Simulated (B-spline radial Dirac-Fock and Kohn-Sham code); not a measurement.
# Satellites and hypersatellites of the K lines of Ag⁺

System: silver as Ag⁺, 1s2 2s2 2p6 3s2 3p6 3d10 4s2 4p6 4d10, inside a Watson sphere of charge -1 and radius 2.2 Å (a model of the Madelung potential; inside it an electron's potential energy is raised by 6.5 eV).

Level of theory: ΔSCF Dirac-Fock with Breit, self-energy and vacuum polarisation, finite nucleus, configuration average; a B-spline atomic structure program. Each two-hole energy is an average over J within one jj subconfiguration, not an observable level; in light atoms, where LS coupling holds, the j-resolved values are not observed lines, and for a K spectator the Kα1 hypersatellite is nearly forbidden. Electron correlation is not included.

Lines without a spectator: Kα2 (K-L2) 21988.5 eV, Kα1 (K-L3) 22161.4 eV, Kβ3 (K-M2) 24907.8 eV, Kβ1 (K-M3) 24939.0 eV. Shifts in eV with one spectator hole (a dash: not computed, or left out as unreliable):

```
spectator hole    Kα2    Kα1     Kβ3     Kβ1
    L2 (2p1/2)  +58.1  +72.9       –  +155.0
    L3 (2p3/2)  +57.9  +57.7  +139.0       –
    M2 (3p1/2)      –  +8.09  +18.00  +21.99
    M3 (3p3/2)  +6.15      –  +18.90  +18.31
    M4 (3d3/2)  +1.01  -1.42       –       –
    M5 (3d5/2)  -1.82  -0.08       –       –
```

Q: Where does the K-L3 hypersatellite lie, emitted when both K electrons are missing?

A: +549.4 eV from the normal line, at 22710.8 eV. Removing both K electrons costs 51785.3 eV, which is 738.0 eV more than twice the K binding energy.

With n spectator holes in 2p, averaged over the 2p shell (energies in eV):

```csv
n,KαLⁿ,step,hypersatellite KαʰLⁿ
0,22103.7,–,22648.2
1,22165.6,+61.9,22711.4
2,22228.6,+63.1,22775.9
3,22292.9,+64.3,22841.6
4,22358.5,+65.5,22908.5
5,22425.2,+66.8,22976.7
```
